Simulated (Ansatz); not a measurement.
Reaction (SMILES): NB(Cl)Cl + H+ → [NH3+]B(Cl)Cl
Structures are relaxed separately at B3LYP-D3(BJ)/def2-TZVP in Ansatz (an electronic-structure program), one conformer each, not searched for the lowest.

Property: proton affinity (electronic energy difference), positive where the reaction releases energy, in eV. Valence correlation only, unless marked. No spin-orbit coupling. Non-relativistic. CBS(X,Y): correlation extrapolated as X^-3; Hartree-Fock from the larger set (for Q and 5 zeta extrapolated as (X+1)exp(-9√X)).

CCSD(T)/CBS(cc-pV(Q+d)Z,cc-pV(5+d)Z) (Ansatz) gives 8.21 eV.

Q: Another calculation gave 8.23 eV. Which level was it?
A. r2SCAN0/def2-TZVPD (Ansatz)
B. SVWN5/def2-TZVPD (Ansatz)
C. wB97M-V/def2-TZVPD (Ansatz)

A: A, r2SCAN0/def2-TZVPD (Ansatz). The others give 7.95 (SVWN5), 8.10 (wB97M-V) eV.
